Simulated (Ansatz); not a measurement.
The cluster B5⁻, 5 atoms. Hardware: 4 threads of AMD EPYC 9R45 on a shared host.

Correlated methods freeze 5 core orbitals.

**Question.** How many basis functions does each of these Ansatz runs have, and roughly what does it cost? PBE-D4/def2-TZVPD, charge -1 triplet, energy, from earlier orbitals; r2SCAN-D4/def2-TZVPD, charge 0 doublet at the geometry of the charge -1 singlet, energy, from earlier orbitals; MP2/def2-TZVPD, charge -1 quintet, energy, from earlier orbitals; r2SCAN-D4/def2-TZVPD, charge -1 triplet, energy, from earlier orbitals; PBE with 35 % exact exchange/def2-TZVPD, charge -1 singlet, energy, from earlier orbitals; PBE with 15 % exact exchange/def2-TZVPD, charge -1 triplet, energy, from earlier orbitals; PBE with 10 % exact exchange/def2-TZVPD, charge -1 singlet, energy, from earlier orbitals; PBE0-D4/def2-SVPD, charge -1 singlet, energy, from earlier orbitals; PBE with 5 % exact exchange/def2-TZVPD, charge -1 quintet, energy, from earlier orbitals; PBE-D4/def2-TZVPD, charge -1 singlet, energy, from earlier orbitals; CAM-B3LYP-D4/def2-TZVPD, charge -1 singlet, energy and forces, from earlier orbitals; HSE06-D4/def2-TZVPD, charge -1 quintet, energy, from earlier orbitals.

**Answer.** Other jobs shared the machine, so times can vary by a factor of up to 3. A dash marks memory too small to be measured apart from the calling script's.

```
                                                                                                           run  functions  fitting or Cholesky vectors  wall time  peak host memory (GiB)
                                           PBE0-D4/def2-SVPD, charge -1 singlet, energy, from earlier orbitals        100                          795      0.3 s                       –
                                           PBE-D4/def2-TZVPD, charge -1 singlet, energy, from earlier orbitals        185                          825      0.6 s                       –
                     PBE with 35 % exact exchange/def2-TZVPD, charge -1 singlet, energy, from earlier orbitals        185                          940      0.7 s                       –
                     PBE with 10 % exact exchange/def2-TZVPD, charge -1 singlet, energy, from earlier orbitals        185                          825      0.7 s                       –
                                              MP2/def2-TZVPD, charge -1 quintet, energy, from earlier orbitals        185                         1133     0.95 s                       –
                                           PBE-D4/def2-TZVPD, charge -1 triplet, energy, from earlier orbitals        185                          825      1.1 s                       –
                          CAM-B3LYP-D4/def2-TZVPD, charge -1 singlet, energy and forces, from earlier orbitals        185                          825      1.1 s                       –
                      PBE with 5 % exact exchange/def2-TZVPD, charge -1 quintet, energy, from earlier orbitals        185                          825      1.2 s                       –
                     PBE with 15 % exact exchange/def2-TZVPD, charge -1 triplet, energy, from earlier orbitals        185                          825      1.2 s                       –
r2SCAN-D4/def2-TZVPD, charge 0 doublet at the geometry of the charge -1 singlet, energy, from earlier orbitals        185                          825      1.5 s                       –
                                         HSE06-D4/def2-TZVPD, charge -1 quintet, energy, from earlier orbitals        185                          825      1.5 s                       –
                                        r2SCAN-D4/def2-TZVPD, charge -1 triplet, energy, from earlier orbitals        185                          825      1.5 s                       –
```
